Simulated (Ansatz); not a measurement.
Two structures of Si2NH8Cl, closed shell, reached by relaxing down either side of one saddle point (PBE0-D4/def2-TZVP). Energies are electronic, without zero-point energy. Computed with Ansatz 0.2.0 (basis: def2-TZVPP and def2-QZVPP); correlated methods freeze the cores. Extrapolation: Hartree–Fock as exp(−7.88 √X), correlation as X^−2.97. First:

Si1  (-0.892, -0.309, -0.796)
Si2  (0.616, -1.424, 0.630)
H3  (-1.216, -1.246, -1.906)
H4  (-2.122, -0.019, -0.012)
N5  (-0.318, 1.158, -1.489)
H6  (0.573, 1.264, 1.912)
Cl7  (0.216, 2.500, 1.845)
H8  (0.996, -0.561, 1.796)
H9  (0.046, -2.675, 1.202)
H10  (1.888, -1.757, -0.070)
H11  (0.365, 1.121, -2.228)
H12  (-0.152, 1.948, -0.884)
(Å)

Second:

Si1  (-1.334, 1.072, -0.440)
Si2  (1.221, -1.601, 1.218)
H3  (-1.466, -0.297, 0.102)
H4  (-2.629, 1.668, -0.830)
N5  (-0.332, 1.016, -1.811)
H6  (0.449, -0.987, 2.325)
Cl7  (-0.629, 2.228, 1.129)
H8  (2.480, -2.189, 1.740)
H9  (0.413, -2.662, 0.564)
H10  (1.558, -0.560, 0.212)
H11  (0.534, 0.502, -1.783)
H12  (-0.266, 1.811, -2.427)
(Å)

Task: Which bonds change from the first to the second?

Result: Si₂NH₇ ([NH2][SiH2][SiH3]) + HCl → SiNH₄Cl ([NH2][SiH2][Cl]) + SiH₄; bonds formed: Si1–Cl7, Si2–H6; bonds broken: Si1–Si2, H6–Cl7.

Task: Give the saddle point's structure and its height above each. (Judge from chemistry; the value comes from the calculation.)

Result: By the calculation: 29.80 kcal/mol above the first and 57.58 kcal/mol above the second (CCSD(T) at an estimated basis limit (MP2 extrapolated from triple and quadruple zeta, plus CCSD(T) − MP2 in triple zeta)).
```csv
atom,x (Å),y (Å),z (Å)
Si1,-0.7942,0.1713,-0.4415
Si2,0.7833,-1.3011,0.9516
H3,-0.7195,-1.0902,-1.2526
H4,-2.1047,0.2109,0.2233
N5,-0.2508,1.3436,-1.5178
H6,0.1681,0.3350,1.0155
Cl7,-0.1942,1.9687,1.4514
H8,1.4476,-1.0553,2.2552
H9,-0.2043,-2.4014,1.0581
H10,1.7802,-1.5537,-0.1152
H11,0.1342,1.0911,-2.4119
H12,-0.0460,2.2810,-1.2158
```

T1 diagnostic: at most 0.014.

Labels in which every atom is bracketed show which atoms are joined, not bond orders.

For scale, one of the runs: CCSD(T)/def2-TZVPP, 269 basis functions, launched by `ansatz run in.yaml --threads 4 --pin off --events-out ev --progress --plain --max-ram 9574MiB`. The run took 2.7 min on 4 CPU threads of an Arm Neoverse V1 (shared host), with 6.3 GiB of host memory at its peak.
